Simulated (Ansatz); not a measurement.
System: ethenylboronic acid, C$_{2}$H$_{5}$BO$_{2}$, net charge 0, singlet state. 
Structure (B3LYP-D3(BJ)/def2-TZVP (Ansatz, a program for electronic structure) minimum search):
```
C
C 1 1.3320
H 2 1.0840 1 122.68
H 1 1.0868 2 117.79 3 0.00
H 2 1.0871 3 114.96 1 180.00
B 1 1.5615 4 117.18 2 -180.00
O 6 1.3651 1 117.81 4 0.00
H 7 0.9641 6 112.53 1 180.00
O 6 1.3720 7 117.76 8 0.00
H 9 0.9609 6 114.41 7 180.00
```
Charge 0, spin multiplicity 1.

Basis-set convergence of Hartree-Fock and CCSD(T) correlation energies (hartree) with Ansatz. Cores are frozen in the correlated levels unless marked. Spin-orbit coupling is left out. Non-relativistic.

| basis | functions | E(HF) | E(corr, CCSD(T)) |
|---|---|---|---|
| aug-cc-pVDZ | 160 | -253.19499 | -0.81646 |
| aug-cc-pVTZ | 345 | -253.26082 | -0.97751 |
| aug-cc-pVQZ | 630 | -253.27708 | -1.02800 |

Extrapolating the two largest sets (X = 3 and 4) as X^-3: E(corr) = (64·(-1.02800) - 27·(-0.97751))/37 = -1.0648 Eh, an estimate of the basis-set limit. The largest set recovers 96.5 % of it, the smallest 76.7 %.
